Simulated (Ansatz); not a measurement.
Geometry optimisation, RKS B3LYP/def2-SVP in Ansatz 0.2.0.

Input file:

```yaml
crystal:
  periodic: [false, false, false]
  atoms:
    - { symbol: Ga, position_ang: [0.058054, 0.442079, -0.498609] }
    - { symbol: O, position_ang: [-0.022881, 0.070157, 2.45303] }
    - { symbol: H, position_ang: [-0.952104, -0.05258, 2.687523] }
    - { symbol: H, position_ang: [1.424917, -0.13201, -1.016021] }
    - { symbol: H, position_ang: [-1.321695, -0.201442, -0.878284] }
    - { symbol: H, position_ang: [0.054429, 1.75833, 0.365654] }
    - { symbol: H, position_ang: [-0.001619, 0.978067, 2.061608] }
basis:
  gaussian: { orbitals: def2-SVP }
hamiltonian:
  xc: b3lyp
relax:
  f_tol: 0.03
  max_steps: 50
output:
  orbitals: {}
```

Command:

```bash
$ ansatz run input.yaml --threads 1 --pin off --max-ram 2048MiB --backend cpu --events-out ev --progress --plain --runs-dir out
```

**Question.** Where does it end, and by what steps?

**Answer.** It converged. After 6 steps the energy has fallen by 0.458 eV; H6 moved furthest, 0.54 Å. Joined: Ga1–O2 (2.98 → 2.21 Å).

| step | energy less start (eV) | largest force component (eV/Å) | accepted |
| --- | --- | --- | --- |
| 0 | 0.0000 | 0.706 | yes |
| 1 | -0.0561 | 2.141 | yes |
| 2 | -0.2183 | 2.588 | yes |
| 3 | -0.3945 | 0.702 | yes |
| 4 | -0.4335 | 0.299 | yes |
| 5 | -0.4566 | 0.065 | yes |
| 6 | -0.4583 | 0.026 | yes |

```xyz
7
Properties=species:S:1:pos:R:3
Ga 0.013 0.497 -0.231
O -0.022 0.078 1.941
H -0.909 -0.211 2.203
H 1.363 -0.219 -0.616
H -1.365 -0.233 -0.507
H -0.003 2.075 -0.073
H 0.162 0.877 2.457
```

Whether the end is a true minimum wasn't checked by a vibrational analysis.

Time of the run: 12 s on 1 thread of Intel(R) Xeon(R) 6975P-C (Granite Rapids) (shared host), peak memory 0.15 GiB.
